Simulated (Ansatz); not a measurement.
Ideal-gas functions of CH4ClFSi (`FC([SiH3])Cl`) at 298.15 K and 1 bar, from an Ansatz frequency run at PBE0-D4/def2-TZVP.

Molar mass 98.58 g/mol, point group C1 (symmetry number 1), electronic degeneracy 1, moments of inertia 83.974, 162.697, 230.111 u Å². Harmonic wavenumbers (cm⁻¹, unscaled): 144, 175, 272, 381, 530, 621, 735, 805, 908, 934, 939, 1079, 1208, 1329, 2237, 2254, 2268, 3095.

Use S(trans) = R[1.5 ln M + 2.5 ln T − 1.1517]; rotational temperatures θ = 24.2544 K / I; S(rot) = R[ln(√π/σ · √(T³/θAθBθC)) + 1.5]; for each mode x = 1.438777 ν̃/T, S = R[x/(eˣ − 1) − ln(1 − e⁻ˣ)] and H = RT x/(eˣ − 1); 1 cm⁻¹ = 0.0119627 kJ/mol; R = 8.31446 J/(mol·K).

By hand: the entropy, in J/(mol·K).

Translation 166.1. Rotation: θ = 0.2888, 0.1491, 0.1054 K, giving 110.7. Vibration, mode by mode: 11.51, 9.96, 6.63, 4.33, 2.46, 1.74, 1.12, 0.85, 0.57, 0.51, 0.50, 0.28, 0.17, 0.10, 0.00, 0.00, 0.00, 0.00, in all 40.7. Electronic 0.0. Sum 317.5 J/(mol·K).

By hand: H − E and G − E in kJ/mol, counted from the electronic energy.

Zero-point energy ½ × 19914 × 0.0119627 = 119.1; thermal vibration 7.3; translation, rotation and pV give 4 RT = 9.9. H − E = 136.3 kJ/mol, and G − E = 136.3 − 298.15 × 317.5/1000 = 41.6 kJ/mol.

Vibration gives 13 % of the entropy, 11.5 J/(mol·K) of it from the mode under 150 cm⁻¹: soft modes count most, and the harmonic formula is weakest for them. The sum counts one conformer and one mirror image; others add a mixing term.
